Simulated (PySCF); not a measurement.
# Worked example: oscillator strength and radiative lifetime

CH5FN2Si2, SMILES N1[SiH2]N[Si@H](F)C=1.

Coordinates come from a r2SCAN-D4/def2-SVP optimisation. The structure was generated by enumeration; whether it is a known compound was not checked.

PySCF with TDA-PBE/def2-SVPD puts the first singlet state with f over 0.02 at 4.31 eV (vertical), with the transition dipole (-0.450, -0.115, 0.109) in atomic units.

Question: Find the oscillator strength, the wavelength and the radiative lifetime that this transition would have in vacuum if emission retraced absorption.

Answer: 
|μ|² = 0.2276 au, so |μ| = 1.21 D. ΔE = 4.31/27.211 = 0.1584 hartree. f = (2/3) ΔE |μ|² = 0.024 (the program prints 0.024).
λ = 1239.84/4.31 = 288 nm; ν = 34762 cm⁻¹.
Einstein's coefficient A = 0.6670 ν² f s⁻¹ (ν in cm⁻¹) = 1.9e7 s⁻¹, so τ = 1/A = 52 ns. This state is S2; the lower singlet has f = 0.001. The figure is the radiative limit of this one transition; relaxation, internal conversion, crossing to triplets and a medium change what is measured.
